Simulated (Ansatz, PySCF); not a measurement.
This Ansatz (an electronic-structure program) input computes a CAM-B3LYP/def2-TZVPD energy:

Ansatz 0.2 input:
```yaml
crystal:
  periodic: [false, false, false]
  atoms:
    - {symbol: C, position_ang: [1.86876872, 0.04638959, -0.53613700]}
    - {symbol: C, position_ang: [0.61395584, -0.26613624, -0.00840916]}
    - {symbol: C, position_ang: [-0.64956127, 0.22916810, -0.25195757]}
    - {symbol: O, position_ang: [-1.73327986, -0.08215554, 0.64450391]}
    - {symbol: H, position_ang: [1.97774816, 0.77605198, -1.33489621]}
    - {symbol: H, position_ang: [2.70547359, -0.62525058, -0.37841544]}
    - {symbol: H, position_ang: [0.61342020, -1.06267994, 0.74415374]}
    - {symbol: H, position_ang: [-0.83846975, 1.10245060, -0.87304276]}
    - {symbol: H, position_ang: [-1.59091320, 0.41014369, 1.46519168]}
basis:
  gaussian:
    orbitals: def2-TZVPD
hamiltonian:
  xc: {name: CAM-B3LYP}
total_charge: -1
output: {forces: true}
```

**Question.** Write an input for the same energy in PySCF and say what it gives.

**Answer.** 
```python
from pyscf import gto, scf, dft

mol = gto.M(
    atom='''
    C     1.86876872    0.04638959   -0.53613700
    C     0.61395584   -0.26613624   -0.00840916
    C    -0.64956127    0.22916810   -0.25195757
    O    -1.73327986   -0.08215554    0.64450391
    H     1.97774816    0.77605198   -1.33489621
    H     2.70547359   -0.62525058   -0.37841544
    H     0.61342020   -1.06267994    0.74415374
    H    -0.83846975    1.10245060   -0.87304276
    H    -1.59091320    0.41014369    1.46519168
    ''',
    basis='def2-tzvpd',
    charge=-1,
    spin=0,
    verbose=4,
)

mf = dft.RKS(mol, xc='camb3lyp').density_fit(auxbasis='def2-universal-jkfit')
mf.grids.level = 3
mf.conv_tol = 1e-9
mf.max_cycle = 100
mf.max_memory = 1500
mf.kernel()
if not mf.converged:
    mf = mf.newton()
    mf.kernel(mf.make_rdm1())
mf.analyze()
```
It gives -192.46738 Eh, and Ansatz -192.46731 Eh, a difference of 0.07 mEh, from the treatment of integrals and grids.

It need not be the lowest isomer of its formula. Whether it binds its extra electron was not tested at this geometry.
